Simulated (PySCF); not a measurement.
Compound: C3H5FSe.
SMILES with atom numbers: `[CH2:1]=[C:2]([F:3])[CH2:4][SeH:5]` (hydrogens: H6, H7 on C1; H8, H9 on C4; H10 on Se5)

Theory: PySCF, PBE0-D3(BJ)/def2-SVP geometry optimisation, gas phase.

Problem. Give the optimised bond lengths and angles.

Solution. 
| bond | length (pm) | order |
| --- | --- | --- |
| C1=C2 | 133.0 | double |
| C2–F3 | 134.0 | single |
| C2–C4 | 148.2 | single |
| C4–Se5 | 196.8 | single |
| C1–H6 | 109.1 | single |
| C1–H7 | 109.0 | single |
| C4–H8, C4–H9 | 109.8 | single |
| Se5–H10 | 147.0 | single |

Bonds in one row agree within 1 pm and their mean is given. Orders are formal, as drawn. A selection of angles:
| angle | degrees |
| --- | --- |
| C2–C1–H6 | 120.5 |
| C2–C1–H7 | 120.2 |
| H6–C1–H7 | 119.3 |
| C1–C2–F3 | 120.1 |
| C1–C2–C4 | 127.6 |
| F3–C2–C4 | 112.3 |
| C2–C4–Se5 | 113.2 |
| C2–C4–H8 | 110.7 |
| Se5–C4–H8 | 108.1 |
| Se5–C4–H9 | 105.5 |
| H8–C4–H9 | 108.7 |
| C4–Se5–H10 | 93.7 |

Torsions: C1–C2–C4–Se5 114° (anticlinal); H10–Se5–C4–C2 59° (synclinal). The mirror-image conformer, all signs reversed, is as good.

The C–C distances run from 1.330 Å (C1=C2, drawn double) to 1.482 Å (C2–C4, drawn single), a spread of 0.152 Å. Of the pairs four or more bonds apart, F3···H10 is among the closest relative to their van der Waals radii: 2.70 Å, 101 % of the sum of Bondi's values.

Point group: C1 (no symmetry element, even within 0.4 Å). PBE0-D3(BJ)/def2-SVP frequencies: not computed here. The numbers are those of one conformer (C1–C2–C4–Se5 114°, C2–C4–Se5–H 59°).

The run took 26 s wall on one thread, Arm Neoverse V2, no GPU (shared host). That covers the optimisation of the geometry.
